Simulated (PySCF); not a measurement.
Correlation energy of Bi⁷³⁺ (bismuth, charge +73)

Starting occupation: [Ne]. Calculation: PySCF 2.14, in an even-tempered Gaussian basis (16 s from 15 bohr⁻², ratio 2.6; 14 p from 20 bohr⁻², ratio 2.6; 6 d from 20 bohr⁻², ratio 2.8; 3 f from 420 bohr⁻², ratio 2.8); X2C-1e with screened-nucleus spin-orbit coupling, Gaussian nucleus. Frozen: 1s2; 8 electrons correlated; the 50 highest virtual spinors left out.

MP2 pair energies summed by pair of shells (mhartree):

```
       pair   energy  share (%)
2p1/2-2p3/2  -110.20       32.7
2p3/2-2p3/2  -102.11       30.3
2p3/2-2s1/2   -53.64       15.9
2p1/2-2s1/2   -30.17        9.0
2p1/2-2p1/2   -26.16        7.8
2s1/2-2s1/2   -14.59        4.3
```

Total MP2 correlation energy: -336.87 mhartree.

The virtual space was cut to 52 spinors, which keep -278.13 of the -336.87 mhartree of MP2 correlation.

| level | correlation energy (mhartree) |
| --- | --- |
| CCSD | -278.88 |
| (T) | -0.01 |
| CCSD(T) | -278.89 |

Diagnostics: T1 = 1.4e-05, largest double amplitude 0.002.

Q: Is a single reference adequate?

A: Yes: T1 lies below 0.03 and no double amplitude reaches 0.07.

The coupled-cluster values are those of the cut space; adding the MP2 remainder, -58.74 mhartree, estimates the full space.

At this charge the one-electron X2C treatment keeps the bare 1/r₁₂, with no two-electron picture change or Breit term. The effect here is smaller than on the frozen 1s shell.
